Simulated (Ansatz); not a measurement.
mer-FeBr3(NH3)3 (FeBr₃N₃H₉). Charge 0, multiplicity 4. Geometry r2SCAN-D4/def2-SVP; atoms count from 1.

```xyz
16

Fe   -0.375   -0.095   -0.225
Br    0.545    1.728   -1.785
Br   -0.651   -1.752    1.723
Br   -2.382   -0.621   -1.417
N     1.392    0.338    0.854
H     1.938   -0.510    1.023
H     1.186    0.707    1.785
H     1.948    1.023    0.330
N    -1.419    1.308    0.782
H    -1.612    0.970    1.729
H    -2.313    1.428    0.296
H    -0.941    2.211    0.804
N     0.569   -1.497   -1.326
H     0.730   -2.329   -0.750
H     1.444   -1.155   -1.729
H    -0.060   -1.754   -2.093
```

The name describes the doublet; other states may take another shape. At PBE0-D4/def2-TZVP a sextet of charge 0 lies 0.60 eV below the quartet, each at its own geometry.

(1) Estimate the Mulliken populations from the PBE0/def2-TZVP orbitals of Ansatz.

(2) Where does the spin sit?

(3) And the Mayer bond orders between heavy atoms (over 0.3)?

## Answers

(1) 
| atom | charge (e) | spin (α − β) | d electrons |
| --- | --- | --- | --- |
| Fe1 | 0.30 | 2.87 | 6.38 |
| Br2 | -0.53 | 0.17 | – |
| Br3 | -0.53 | 0.17 | – |
| Br4 | -0.38 | -0.08 | – |
| N5 | -0.53 | -0.01 | – |
| H6 | 0.27 | 0.00 | – |
| H7 | 0.27 | 0.00 | – |
| H8 | 0.28 | 0.00 | – |
| N9 | -0.45 | -0.06 | – |
| H10 | 0.29 | 0.00 | – |
| H11 | 0.30 | 0.00 | – |
| H12 | 0.28 | 0.00 | – |
| N13 | -0.44 | -0.06 | – |
| H14 | 0.29 | 0.00 | – |
| H15 | 0.28 | 0.00 | – |
| H16 | 0.30 | 0.00 | – |
Mulliken values depend strongly on the basis.

(2) Summed by element: Fe 2.87, Br 0.25, N -0.14, H 0.02, of 3 unpaired in all. Largest on single atoms: Fe1 2.87, Br3 0.17, Br2 0.17.

(3) Fe1–Br2 0.73 (2.57 Å); Fe1–Br3 0.74 (2.57 Å); Fe1–Br4 0.95 (2.39 Å); Fe1–N5 0.45 (2.12 Å); Fe1–N9 0.53 (2.02 Å); Fe1–N13 0.54 (2.02 Å).
